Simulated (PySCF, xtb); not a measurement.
C5H6BN, SMILES C(#C)C1=CCB1N. The values are those of a single conformer.

Harmonic wavenumbers (cm⁻¹) from GFN2-xTB (xtb) at its own minimum, in rising order: 79, 116, 158, 266, 359, 450, 484, 560, 566, 602, 626, 654, 686, 790, 794, 853, 975, 1032, 1065, 1176, 1197, 1217, 1455, 1474, 1541, 1621, 2234, 2946, 2974, 3055, 3390, 3473, 3508.

Task: What does B3LYP-D3(BJ)/def2-SVP (PySCF) give at its own minimum? (The exact figures need the calculation; the answer reports its results.)

Result: 105, 127, 178, 307, 418, 517, 526, 556, 574, 643, 666, 671, 676, 779, 847, 916, 936, 1063, 1092, 1154, 1189, 1257, 1417, 1458, 1602, 1632, 2202, 3021, 3061, 3122, 3472, 3586, 3685. Paired by order, the mean absolute difference is 44 cm⁻¹ and the zero-point energies are 60.6 and 62.1 kcal/mol.
